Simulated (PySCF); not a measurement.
C₂H₉NSi₃, SMILES [C@H]([SiH3])(C#N)[SiH2][SiH3].

The structure is a stationary point at ωB97X-D3(BJ)/def2-SVP. The structure was generated by enumeration; whether it is a known compound was not checked. The values are those of a single conformer.

Calculation: PySCF with ωB97X-D3(BJ)/def2-SVP.

Frequencies are harmonic and unscaled.

```json
[
 {"mode": "1", "ν (cm⁻¹)": "30", "IR (km/mol)": "0.8", "moving atoms (share of kinetic energy)": "Si 57 %, H 26 %, N 12 %"},
 {"mode": "2", "ν (cm⁻¹)": "75", "IR (km/mol)": "1.0", "moving atoms (share of kinetic energy)": "Si 44 %, H 26 %, N 23 %"},
 {"mode": "3", "ν (cm⁻¹)": "100", "IR (km/mol)": "0.8", "moving atoms (share of kinetic energy)": "H 78 %, N 11 %, Si 8 %"},
 {"mode": "4", "ν (cm⁻¹)": "130", "IR (km/mol)": "0.5", "moving atoms (share of kinetic energy)": "H 87 %"},
 {"mode": "5", "ν (cm⁻¹)": "136", "IR (km/mol)": "3.3", "moving atoms (share of kinetic energy)": "Si 42 %, N 26 %, H 23 %, C 9 %"},
 {"mode": "6", "ν (cm⁻¹)": "167", "IR (km/mol)": "4.9", "moving atoms (share of kinetic energy)": "Si 43 %, N 20 %, C 19 %, H 18 %"},
 {"mode": "7", "ν (cm⁻¹)": "188", "IR (km/mol)": "2.1", "moving atoms (share of kinetic energy)": "Si 37 %, C 28 %, H 22 %, N 13 %"},
 {"mode": "8", "ν (cm⁻¹)": "368", "IR (km/mol)": "16.5", "moving atoms (share of kinetic energy)": "H 92 %"},
 {"mode": "9", "ν (cm⁻¹)": "431", "IR (km/mol)": "6.0", "moving atoms (share of kinetic energy)": "Si 45 %, C 25 %, H 24 %"},
 {"mode": "10", "ν (cm⁻¹)": "458", "IR (km/mol)": "1.4", "moving atoms (share of kinetic energy)": "C 38 %, Si 32 %, H 22 %"},
 {"mode": "11", "ν (cm⁻¹)": "500", "IR (km/mol)": "14.6", "moving atoms (share of kinetic energy)": "C 58 %, H 20 %, Si 13 %, N 9 %"},
 {"mode": "12", "ν (cm⁻¹)": "516", "IR (km/mol)": "7.0", "moving atoms (share of kinetic energy)": "H 50 %, Si 35 %, C 12 %"},
 {"mode": "13", "ν (cm⁻¹)": "547", "IR (km/mol)": "7.2", "moving atoms (share of kinetic energy)": "H 56 %, Si 27 %, C 13 %"},
 {"mode": "14", "ν (cm⁻¹)": "582", "IR (km/mol)": "4.0", "moving atoms (share of kinetic energy)": "H 72 %, Si 19 %"},
 {"mode": "15", "ν (cm⁻¹)": "641", "IR (km/mol)": "16.8", "moving atoms (share of kinetic energy)": "H 73 %, Si 14 %, C 9 %"},
 {"mode": "16", "ν (cm⁻¹)": "683", "IR (km/mol)": "4.4", "moving atoms (share of kinetic energy)": "H 81 %, Si 10 %"},
 {"mode": "17", "ν (cm⁻¹)": "777", "IR (km/mol)": "124.8", "moving atoms (share of kinetic energy)": "H 70 %, C 18 %, Si 11 %"},
 {"mode": "18", "ν (cm⁻¹)": "812", "IR (km/mol)": "227.1", "moving atoms (share of kinetic energy)": "H 72 %, C 21 %"},
 {"mode": "19", "ν (cm⁻¹)": "833", "IR (km/mol)": "137.0", "moving atoms (share of kinetic energy)": "C 48 %, H 39 %, Si 12 %"},
 {"mode": "20", "ν (cm⁻¹)": "897", "IR (km/mol)": "120.2", "moving atoms (share of kinetic energy)": "H 88 %, Si 11 %"},
 {"mode": "21", "ν (cm⁻¹)": "935", "IR (km/mol)": "122.6", "moving atoms (share of kinetic energy)": "H 93 %"},
 {"mode": "22", "ν (cm⁻¹)": "944", "IR (km/mol)": "86.5", "moving atoms (share of kinetic energy)": "H 95 %"},
 {"mode": "23", "ν (cm⁻¹)": "951", "IR (km/mol)": "37.9", "moving atoms (share of kinetic energy)": "H 97 %"},
 {"mode": "24", "ν (cm⁻¹)": "957", "IR (km/mol)": "54.4", "moving atoms (share of kinetic energy)": "H 95 %"},
 {"mode": "25", "ν (cm⁻¹)": "959", "IR (km/mol)": "113.1", "moving atoms (share of kinetic energy)": "H 96 %"},
 {"mode": "26", "ν (cm⁻¹)": "961", "IR (km/mol)": "57.2", "moving atoms (share of kinetic energy)": "H 97 %"},
 {"mode": "27", "ν (cm⁻¹)": "1033", "IR (km/mol)": "19.5", "moving atoms (share of kinetic energy)": "C 49 %, H 35 %, N 15 %"},
 {"mode": "28", "ν (cm⁻¹)": "1038", "IR (km/mol)": "83.1", "moving atoms (share of kinetic energy)": "H 62 %, C 32 %"},
 {"mode": "29", "ν (cm⁻¹)": "1233", "IR (km/mol)": "18.3", "moving atoms (share of kinetic energy)": "H 61 %, C 37 %"},
 {"mode": "30", "ν (cm⁻¹)": "2244", "IR (km/mol)": "78.4", "moving atoms (share of kinetic energy)": "H 98 %"},
 {"mode": "31", "ν (cm⁻¹)": "2251", "IR (km/mol)": "12.5", "moving atoms (share of kinetic energy)": "H 97 %"},
 {"mode": "32", "ν (cm⁻¹)": "2255", "IR (km/mol)": "72.4", "moving atoms (share of kinetic energy)": "H 97 %"},
 {"mode": "33", "ν (cm⁻¹)": "2257", "IR (km/mol)": "106.2", "moving atoms (share of kinetic energy)": "H 96 %"},
 {"mode": "34", "ν (cm⁻¹)": "2269", "IR (km/mol)": "95.9", "moving atoms (share of kinetic energy)": "H 98 %"},
 {"mode": "35", "ν (cm⁻¹)": "2274", "IR (km/mol)": "74.4", "moving atoms (share of kinetic energy)": "H 96 %"},
 {"mode": "36", "ν (cm⁻¹)": "2277", "IR (km/mol)": "110.5", "moving atoms (share of kinetic energy)": "H 96 %"},
 {"mode": "37", "ν (cm⁻¹)": "2285", "IR (km/mol)": "99.6", "moving atoms (share of kinetic energy)": "H 96 %"},
 {"mode": "38", "ν (cm⁻¹)": "2410", "IR (km/mol)": "38.8", "moving atoms (share of kinetic energy)": "C 62 %, N 38 %"},
 {"mode": "39", "ν (cm⁻¹)": "3105", "IR (km/mol)": "2.3", "moving atoms (share of kinetic energy)": "H 92 %"}
]
```
